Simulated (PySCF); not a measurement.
## Telling isomers of C9H10F2 apart by NMR

PySCF 2.14 calculation with σ from GIAO-PBE0/pcSseg-1 and coordinates at the GFN2-xTB level; relativity neglected, one computed conformer, averaged over atoms made equivalent by symmetry, fast rotation or ring inversion, no solvent.

Referencing at the same level of theory: $^{1}$H (σ = 31.72 ppm) and $^{13}$C (σ = 186.93 ppm) vs TMS. Splittings of carbon signals by F and P are missing where no couplings were computed. Where no couplings were computed, multiplicities follow the n + 1 count of equivalent neighbours, and m marks all less simple cases (inequivalent or close neighbours, rings, F or P nearby). Shifts are as computed. Against solution values, carbons near 30 ppm lie about +3 ppm off and those near 130 ppm about +5 ppm. Of 1211 compounds with measured shifts, 218 miss one by over three times the rms of a fit or turn the order of signals round; such compounds aren't used in these exercises.

(1) Tabulate the signals of `CC(F)(F)Cc1ccccc1`, `CCC(F)(F)c1ccccc1` and their relative energies.

(2) What is the quickest way to tell CC(F)(F)Cc1ccccc1 from CCC(F)(F)c1ccccc1?

Results:

(1) 
| SMILES | carbon types | δC | δH | E rel. (kcal/mol) |
| --- | --- | --- | --- | --- |
| CC(F)(F)Cc1ccccc1 | 2×C 5×CH 1×CH2 1×CH3 | 141.3, 136.2, 134.3, 133.0, 130.1, 49.8, 25.0 | 7.68 (m, 2H), 7.63 (m, 1H), 7.62 (m, 2H), 3.18 (m, 2H), 1.30 (m, 3H) | 0.0 |
| CCC(F)(F)c1ccccc1 | 2×C 5×CH 1×CH2 1×CH3 | 147.3, 134.5, 133.8, 130.4, 129.2, 41.5, 8.6 | 7.81 (m, 2H), 7.73 (m, 2H), 7.69 (m, 1H), 1.82 (m, 2H), 1.37 (t, 3H) | 2.5 |

Energies are electronic energies at PBE0/pcSseg-1 on these geometries, without zero-point or thermal terms, each for the one conformer computed, which needn't be the lowest.

(2) Both give the same number of carbon signals, with the same numbers of each carbon type, so the positions decide. The first has a methyl carbon (CH3) at 25.0 ppm, the second a methyl carbon (CH3) at 8.6 ppm. Their most deshielded carbons lie at 141.3 and 147.3 ppm.
